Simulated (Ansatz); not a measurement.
Basis-set extrapolation for C$_{3}$H$_{12}$BN, SMILES `C[NH2+][BH-](C)C` (PBE0-D4/def2-TZVP geometry, frozen core, Ansatz 0.2.0). Multiplicity 1, RHF reference.

|  | def2-TZVPP | def2-QZVPP |
| --- | --- | --- |
| HF | -199.811053 | -199.820894 |
| MP2 correlation | -0.892209 | -0.947770 |
| CCSD(T) correlation | -0.988494 | not run |

Energies in hartree. Use E(X) = E(∞) + A·exp(−7.88·√X) for Hartree–Fock and E(X) = E(∞) + B·X^(−2.97) for correlation, with X = 3 and 4, and add CCSD(T) minus MP2 of the smaller set to the MP2 limit.

Question: What is the CCSD(T) energy at the basis-set limit?

Answer: HF limit: -199.820894 + (-0.009841) × 0.13774 = -199.82225. MP2 limit: -0.947770 + (-0.055561) × 0.74074 = -0.98893. Higher-order term: -0.988494 − (-0.892209) = -0.09628. Total: -200.90746 hartree, 67.7 kcal/mol below CCSD(T)/def2-TZVPP.
